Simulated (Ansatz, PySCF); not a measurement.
C3H10FNSi. Atoms are numbered in the order given.

```xyz
16

C     -1.5534    -0.6794    -1.2366
C     -0.5779    -0.4573    -0.0926
C     -1.2702    -0.3395     1.2560
F      0.2619    -1.6094    -0.0248
Si     0.6672     0.9704    -0.4146
N      1.8668     1.1374     0.8232
H     -2.2251     0.1866    -1.3490
H     -1.0198    -0.8290    -2.1879
H     -2.1713    -1.5732    -1.0467
H     -1.9496     0.5276     1.2713
H     -1.8599    -1.2475     1.4657
H     -0.5301    -0.2138     2.0613
H     -0.0784     2.2622    -0.4900
H      1.3312     0.6624    -1.7125
H      2.4894     0.3599     1.0231
H      1.6573     1.6586     1.6684
```
Charge 0, spin multiplicity 1.

Geometry: B3LYP-D3(BJ)/def2-SVP. The structure was generated by enumeration, and PubChem lists no compound with its InChIKey, so it may never have been made. One conformer was computed; it need not be the lowest.

Vertical ionisation energy (IE) and electron affinity (EA) in eV. Rows of orbital energies are one-electron estimates. Where ΔSCF, EOM or ADC give a negative EA the extra electron is unbound and the value depends on the basis.

```json
[
 {"level": "−ε(HOMO), −ε(LUMO), M06-2X/def2-TZVP (PySCF)", "IE": "8.49", "EA": "-1.13"},
 {"level": "−ε(HOMO), −ε(LUMO), PBE/def2-TZVP (PySCF)", "IE": "5.79", "EA": "0.36"},
 {"level": "ΔSCF, CAM-B3LYP/def2-SVPD (Ansatz), final states of multiplicity 2 and 2", "IE": "9.40", "EA": "-1.63"},
 {"level": "ΔSCF, PBE/def2-SVPD (Ansatz), final states of multiplicity 2 and 2", "IE": "8.74", "EA": "-1.29"}
]
```

**Question.** What vertical singlet–triplet gap does ΔSCF give with CAM-B3LYP/def2-SVPD (Ansatz, a quantum-chemistry and plane-wave program) and with PBE/def2-SVPD (Ansatz)? (The exact figures need the calculation; the answer reports its results.)

**Answer.** 6.14 and 5.36 eV (triplet above singlet where positive).
